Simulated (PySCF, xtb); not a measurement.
Te(OH)2 (H2O2Te), SMILES [Te](O)O.

Geometry optimised at PBE-D3(BJ)/def2-TZVP. The def2 effective core potentials stand for the cores of Te; spin–orbit coupling is left out. Other conformers were not sampled.

These are C-PCM-M06-2X/def2-SVP run with PySCF values and carry that method's errors.

The values are the electrostatic part of the solvation free energy, E(continuum) − E(gas) at the gas-phase geometry, in a cavity of scaled van der Waals radii (PySCF's table); cavitation and dispersion terms are not included. In vacuum the orbital gap is 7.01 eV. The dipole moment in vacuum is 1.10 D.

Computed values in water (ε = 78.36), 1-octanol (ε = 9.86), ethylethanoate (ε = 5.99):
| solvent | ε | ΔG(elec) (kcal/mol) | dipole (D) | gap (eV) |
|---|---|---|---|---|
| water | 78.36 | -8.5 | 1.39 | 7.14 |
| 1-octanol | 9.86 | -7.7 | 1.36 | 7.13 |
| ethylethanoate | 5.99 | -7.0 | 1.33 | 7.12 |

For comparison, GFN2-xTB/ALPB(water) (xtb, at the GFN2-xTB geometry, all terms of that model) gives -10.5 kcal/mol.
